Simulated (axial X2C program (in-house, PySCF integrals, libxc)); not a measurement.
# Bond lengths and stretching modes, held linear, of ClTiCl⁺

Calculated with an in-house all-electron X2C program for linear molecules (integrals from PySCF): two-component X2C with atomic mean-field Coulomb and Gaunt terms, Gaussian nuclei, basis Cl dyall-av3z, Ti dyall-v3z with contracted cores. Spin-free rows use the one-electron spin-free X2C Hamiltonian.

Masses Cl 34.969, Ti 47.948, Cl 34.969 u. States: 2c Ω = 3/2 (beyond evenly filled blocks: ω = 3/2); spin-free M_S = 1/2, Λ = 2 (beyond evenly filled blocks: δ+α).

MP2, spin-free: energies above the lowest point

| r(Cl–Ti) (Å) | r(Ti–Cl) (Å) | E (meV) |
| --- | --- | --- |
| 2.1050 | 2.1050 | 41.53 |
| 2.1050 | 2.1590 | 17.33 |
| 2.1050 | 2.2130 | 51.62 |
| 2.1590 | 2.1050 | 17.33 |
| 2.1590 | 2.1590 | 0.00 |
| 2.1590 | 2.2130 | 40.69 |
| 2.1590 | 2.2670 | 127.64 |
| 2.2130 | 2.1050 | 51.62 |
| 2.2130 | 2.1590 | 40.69 |
| 2.2130 | 2.2130 | 87.38 |
| 2.2670 | 2.1590 | 127.64 |
| 2.2670 | 2.2670 | 277.67 |

**Question.** Fit a quadratic surface with cubic terms in each bond: where is the minimum, and what are the two stretching wavenumbers?

**Answer.** At MP2, spin-free: bonds 2.148 and 2.148 Å; harmonic stretches 420.0 and 596.0 cm⁻¹; force constants 3.31, 3.31 and coupling 0.33 mdyn/Å.

The other levels and Hamiltonians give:

| Hamiltonian | level | r(Cl–Ti) (Å) | r(Ti–Cl) (Å) | lower stretch (cm⁻¹) | upper stretch (cm⁻¹) |
| --- | --- | --- | --- | --- | --- |
| 2c | PBE0 | 2.158 | 2.158 | 407.0 | 586.4 |
| 2c | HF | 2.184 | 2.184 | 421.0 | 592.3 |
| 2c | B3LYP | 2.172 | 2.172 | 398.8 | 575.2 |
| 2c | MP2 | 2.148 | 2.148 | 419.9 | 595.8 |
| spin-free | PBE0 | 2.157 | 2.157 | 407.1 | 586.6 |
| spin-free | HF | 2.184 | 2.184 | 421.1 | 592.6 |
| spin-free | B3LYP | 2.171 | 2.171 | 398.9 | 575.4 |

Each state is one determinant, the lowest of a limited PBE0 search; the stretches come from a fit to these few points and carry an uncertainty of a few per cent. Other orders of the atoms were not compared. MP2 freezes inner shells (threshold -2 hartree). The molecule was held linear; bending was not examined, so a bent shape may lie lower. Note: functional without a current term on a determinant with orbital currents, of the molecule or an atom.
